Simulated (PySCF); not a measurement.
Isomers of C5H3F3S. Theory: PySCF 2.14.0, PBE0-D3(BJ)/def2-SVP geometry optimisation, gas phase. Energies are electronic, without zero-point or thermal terms, for one conformer each. No frequencies were run at this level. Point groups hold within 0.08 Å.

Question: Rank from lowest to highest electronic energy at this level (kcal/mol).
A. `[CH:1]#[C:2]/[CH:3]=[CH:4]/[S:5][C:6]([F:7])([F:8])[F:9]` with C3–C4–S5–C6 153°
B. `c1c(C(F)(F)F)ccs1`

Answer: B (0.0), A (67.5).

As drawn, the lower has an aromatic ring, which the higher lacks; the higher has a C≡C bond and a C=C bond outside aromatic rings, which the lower lacks.

```csv
SMILES,E (Eh),E rel (kcal/mol),dipole (D),point group,"A, B, C (MHz)"
FC(F)(F)c1ccsc1,-888.93484,0.0,2.23,near Cs,"3182, 895.6, 795.2"
C#C/C=C/SC(F)(F)F,-888.82731,67.5,1.15,C1,"3554, 616.9, 581.1"
```
